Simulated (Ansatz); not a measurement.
CH₈Sn₂, SMILES `[SnH3][CH2][SnH3]`. The species carries charge 0 and has multiplicity 1. Sn: def2 effective core potential. The geometry is a stationary point of PBE0-D4/def2-TZVP.

```xyz
11

Sn    0.915    1.561    0.246
C     0.458   -0.506    0.570
Sn   -1.182   -1.267   -0.577
H     2.237    2.037    1.220
H    -0.447    2.514    0.640
H     1.312    1.805   -1.399
H     0.233   -0.647    1.629
H     1.346   -1.096    0.336
H    -0.839   -1.097   -2.242
H    -2.596   -0.384   -0.203
H    -1.439   -2.920   -0.220
```

**Question.** What is the dipole moment at B3LYP/def2-TZVPP? (Best estimate.)

**Answer.** The calculation gave: 0.82 D, with components (0.42, -0.46, 0.52) D in this frame, pointing from negative to positive charge.

**Question.** And with PBE, r2SCAN, ωB97M-V? (Estimate.)

**Answer.** Computed: PBE 0.82 D, r2SCAN 0.82 D, ωB97M-V 0.77 D.

**Question.** Give the Mulliken charges with B3LYP, ωB97M-V, PBE in def2-TZVPP. (Estimate.)

**Answer.** The calculation gave: 
```csv
atom,B3LYP,ωB97M-V,PBE
Sn1,0.60,0.49,0.54
C2,-0.72,-0.78,-0.69
Sn3,0.60,0.49,0.54
H4,-0.13,-0.09,-0.12
H5,-0.13,-0.09,-0.11
H6,-0.13,-0.09,-0.11
H7,0.15,0.18,0.15
H8,0.15,0.18,0.15
H9,-0.13,-0.09,-0.11
H10,-0.13,-0.09,-0.11
H11,-0.13,-0.09,-0.12
```

B3LYP here is the variant with VWN-RPA as its local correlation; programs differ in this.
